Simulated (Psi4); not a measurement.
C$_{6}$H$_{11}$O$_{3}$ (SMILES [CH2]C(COC)OC(C)=O), doublet, geometry from GFN2-xTB. Base run: TPSS/STO-3G (Psi4).

Input for Psi4:
```
memory 2 GB

molecule {
0 2
C    -0.52232145   -2.09738803    0.96441862
C    -0.14666433   -1.12413656   -0.06604546
C    -1.32210572   -0.18622938   -0.44675322
O    -1.77517719    0.47252312    0.70670541
C    -2.79112863    1.40255086    0.43591799
O     0.96170813   -0.35769041    0.40035508
C     1.71059068    0.26233077   -0.51341993
C     2.84092827    1.01170567    0.14031209
O     1.51100613    0.20492291   -1.69970732
H    -1.36364994   -2.73771105    0.79647499
H    -0.06655361   -2.04617740    1.93058277
H     0.14767620   -1.61668362   -1.01260935
H    -0.97165850    0.53707340   -1.19829361
H    -2.12525846   -0.79244401   -0.89299022
H    -2.44511278    2.18195308   -0.25479694
H    -3.05962417    1.85367368    1.38865917
H    -3.67179704    0.91390904    0.00018077
H     2.50312698    1.44899027    1.07474311
H     3.64379636    0.30975645    0.35700004
H     3.21296575    1.77661548   -0.53435686
}

set {
  basis sto-3g
  reference uks
}

energy('tpss')
print_variables()
```

The base run was repeated with changes; each row names its change, and settings that it needs were set with it.

```
change                                            ΔE vs base (eV)  point group used  SCF cycles
------------------------------------------------  ---------------  ----------------  ----------
base                                                         0.00                c1          11
molecule keys = symmetry c1                                  0.00                c1          11
molecule keys = no_reorient                                  0.00                c1          11
molecule keys = symmetry c1, no_reorient, no_com             0.00                c1          11
jitter_ang = 0.002                                           0.04                c1          11
```

Open shells are given as the SCF converged; they aren't shown to be the lowest states, and a large step between rows can be another state.
